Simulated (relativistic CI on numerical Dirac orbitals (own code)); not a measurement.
## One change at a time: Rb²²⁺

Base calculation: Dirac-Coulomb-Breit CI, KLI orbitals optimised for each configuration, a model potential for QED, unscaled Slater integrals.

CI space (outside the closed core [Ne]): 3s²3p³, 3s3p⁴, 3s²3p²3d, 3p⁵, 3s3p³3d, 3p⁴3d, 3s3p²3d², 3s²3p3d4p, 3p⁴4s, 3s²3p²4s, 3s3p²3d4s, 3p⁴4p, 3s²3p²4p, 3s²3p²4d, 3s3p³4s, 3p³3d4p, 3s²3p²4f, 3s3p³4p, 3s3p³4d, 3s3p³4f, 3s²3p²5s, 3s²3p²5p, 3s²3p4s4p, 3s²3p²5d, 3s²3p²5f, 3s²3p²5g, 3s3p²4s², 3s3p³5s, 3s²3p3d², 3s²3d³, 3s3p3d³, 3s²3d²4s, 3s²3d²4p, 3s²3d²4d, 3p³3d², 3p²3d³, 3p²3d²4s, 3p²3d²4p, 3p²3d²4d, 3s²3p3d4s, 3s3p3d²4s, 3s²3d4s², 3s²3d4s4p, 3s²3d4s4d, 3s3p²3d4p, 3s3p3d²4p, 3s3p3d4s4p, 3s3p3d4p², 3s3p3d4p4d, 3p³3d4s, 3p²3d4s², 3p²3d4s4p, 3p²3d4s4d, 3s²3p4s², 3s3p3d4s², 3s²4s²4p, 3s²4s²4d, 3s²3p4p², 3s²3d4p², 3s²4s4p², 3s²4p³, 3s²4p²4d, 3s3p²4s4p, 3s3p4s²4p, 3s3p4s4p², 3s3p4s4p4d. Double excitations out of closed p, d and f shells are left out; levels of such configurations are missing from the list, as are those of other unlisted configurations, and high levels can miss mixing partners. These lack a partner that the ground configuration has and come out too high: 3s²3p²4f, 3s3p³4d, 3s3p³4f, 3s²3p²5s, 3s²3p²5p.

The lowest level and the first level of each name with at least 55 % of one term (blank where a level has no safe partner in the second run):

```
         Level  Base (cm⁻¹)  Shift (cm⁻¹)
 3s²3p³ ⁴S°3/2            0             0
 3s²3p³ ²D°3/2        87597         +2155
 3s²3p³ ²D°5/2       119714         +2868
 3s²3p³ ²P°1/2       169089         +8984
 3s²3p³ ²P°3/2       243191         +8490
   3s3p⁴ ⁴P5/2       543229        -16208
   3s3p⁴ ⁴P3/2       600960        -15244
   3s3p⁴ ⁴P1/2       614501        -15035
   3s3p⁴ ²D5/2       708872         -9790
3s²3p²3d ⁴F5/2       780361         -9787
3s²3p²3d ²F5/2       815487         -8375
3s²3p²3d ⁴F7/2       826928        -11014
3s²3p²3d ⁴D1/2       832221         -7854
3s²3p²3d ⁴D3/2       848622         -6498
3s²3p²3d ⁴F9/2       860889        -10873
3s²3p²3d ⁴P5/2       948492         +4107
3s²3p²3d ⁴P1/2       970392         +1925
3s²3p²3d ²G9/2       981244         -8990
3s²3p²3d ²D3/2       990505         -1045
3s²3p²3d ²D5/2      1024896         +1533
3s3p³3d ⁶D°1/2      1210193              
3s3p³3d ⁶D°3/2      1211814
```

At this charge energies of transitions that change n are usually good to better than 1 %, and those within a shell (Δn = 0) to a few per cent.

One thing was changed in a second run, which moved the levels as shown. Which?
A. only the first 3 configurations
B. QED terms removed
C. Breit term removed
D. P86 correlation estimate

A. Only the first 3 configurations. With fewer configurations the levels that remain lose their mixing partners.

LS names give the leading component of a level, which can be under half, so a name can repeat, a term be missing and a line seem to break the LS rules.
